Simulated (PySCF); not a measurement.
# Electronic absorption of C9H11N

Species: C9H11N.
InChI=1S/C9H11N/c1-5(4-10)9-2-6-7(3-9)8(6)9/h5-8H,2-3H2,1H3/t5-,6-,7+,8-,9+/m0/s1

Computed, not measured: PySCF 2.14.0, density-fitted response routines, TDDFT wB97X-D/def2-SVPD, vertical, gas phase, core orbitals frozen in the response. One conformer (not necessarily the lowest) at the PBE0-D3(BJ)/def2-SVP geometry, without solvent, vibrations or thermal averaging. Torsions of this conformer, `[CH3:1][C@@H:2]([C:3]#[N:4])[C@:5]12[CH2:6][C@@H:7]3[C@H:8]([CH2:9]1)[C@H:10]23`: C1–C2–C5–C6 -55°.

Task: List the vertical singlet excitations with oscillator strengths and describe the spectrum.

Result: 

```
state  E (eV)  E (kJ/mol)  λ (nm)       f   main configurations (H = HOMO, L = LUMO)
   S1    7.56         729   164.0   0.014                     H→L (70%), H→L+2 (12%)
   S2    7.66         739   161.9  0.0002    H→L+2 (18%), H→L+1 (14%), H-5→L+1 (10%)
   S3    7.74         746   160.3  0.0047                   H→L+2 (33%), H→L+1 (16%)
   S4    7.96         768   155.7  0.0095                                H-1→L (12%)
   S5    8.02         774   154.7  0.0029               H-5→L+1 (13%), H-5→L+4 (12%)
   S6    8.06         778   153.8  0.0031                   H→L+1 (32%), H→L+3 (15%)
   S7    8.15         786   152.2  0.0030       H→L+3 (42%), H→L+2 (18%), H→L+1 (9%)
   S8    8.27         798   149.9  0.0070                 H-1→L+2 (57%), H-1→L (19%)
   S9    8.43         814   147.0   0.016  H-1→L (29%), H-1→L+1 (23%), H-1→L+2 (11%)
  S10    8.60         830   144.1  0.0034                   H→L+5 (35%), H→L+4 (32%)
```

Triplets, Tamm–Dancoff:

```
state  E (eV)  λ (nm)    main configurations (H = HOMO, L = LUMO)
   T1    6.40   193.6  H-5→L+5 (11%), H-4→L+1 (11%), H-4→L+4 (9%)
   T2    7.04   176.1     H-4→L+1 (11%), H-5→L (9%), H-5→L+5 (8%)
   T3    7.04   176.0                 H-5→L+1 (19%), H-5→L+4 (8%)
   T4    7.48   165.8                      H→L (41%), H→L+1 (30%)
```

The lowest singlet lies at 7.56 eV (164 nm, vacuum ultraviolet) and is weak; its leading configuration is HOMO→LUMO (70%). The most intense listed level is S9 at 8.43 eV (147 nm, f = 0.016), 0.87 eV above S1. Löwdin shares by element: HOMO carbon 72% or more (atoms not listed hold the other 28%); LUMO carbon 35% or more, hydrogen 12% or more (atoms not listed hold the other 53%). Of the 10 states listed, 2 reach f = 0.01 and 1 stays under 0.0005. Weighted by f, the mean energy of these states is 8.06 eV. The listed states span 1.04 eV, and the widest gap between neighbours is 0.23 eV (S3 to S4). The vertical ionisation energy (ΔSCF) is 9.51 eV, 0.91 eV above S10. Singlets were solved by full linear response, triplets in the Tamm–Dancoff approximation.
